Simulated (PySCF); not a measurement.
Species: Sb(vinyl)3, C6H9Sb.
Bonds: Sb1–C2, Sb1–C7, Sb1–C12, C2–C3, C7–C8, C12–C13. Hydrogens: H4 on C2; H5, H6 on C3; H9 on C7; H10, H11 on C8; H14 on C12; H15, H16 on C13.

Theory: PBE0-D3(BJ)/def2-SVP geometry optimisation, gas phase, def2 core potentials past Kr in PySCF 2.14.0.

(1) What internal coordinates does the optimisation give?

Answers

(1) 
```csv
bond,length (bohr)
"Sb1–C2, Sb1–C7, Sb1–C12",4.066
"C2–C3, C7–C8, C12–C13",2.522
"C2–H4, C7–H9, C12–H14",2.075
"C3–H5, C8–H10, C13–H15",2.072
C3–H6,2.072
C8–H11,2.072
C13–H16,2.072
```

Bonds in one row agree within 0.02 bohr and their mean is given. A selection of angles:
```csv
angle,degrees
C2–Sb1–C7,94.2
Sb1–C2–C3,122.5
Sb1–C2–H4,117.9
C3–C2–H4,119.6
C2–C3–H5,122.1
C2–C3–H6,121.8
H5–C3–H6,116.1
C7–C8–H11,121.7
H10–C8–H11,116.0
C12–C13–H16,121.8
H15–C13–H16,116.1
```

Dihedral angles: C7–Sb1–C2–C3 136° (anticlinal); C2–Sb1–C7–C8 -130° (anticlinal); C2–Sb1–C12–C13 137° (anticlinal). The mirror-image conformer, all signs reversed, is as good.

Sb1 (antimony bonded to 3 C) is pyramidal (angles 94.3°, 94.2° and 94.2°, sum 282.6°, 1.15 Å off the plane of its three neighbours). All 3 C–Sb bonds measure 2.152 Å. All 3 C–C bonds measure 1.334 to 1.335 Å.

Point group: near C3v, missed by 0.20 Å at most; the miss may be what the optimiser left on a soft mode (C3 holds within 0.08 Å). Not checked by PBE0-D3(BJ)/def2-SVP frequencies. One conformer, not necessarily the lowest (C7–Sb1–C2–C3 136°, C2–Sb1–C7–C8 -130°, C2–Sb1–C12–C13 137°, Sb1–C2–C3–H 0° and 180°, Sb1–C7–C8–H 0° and 180°).
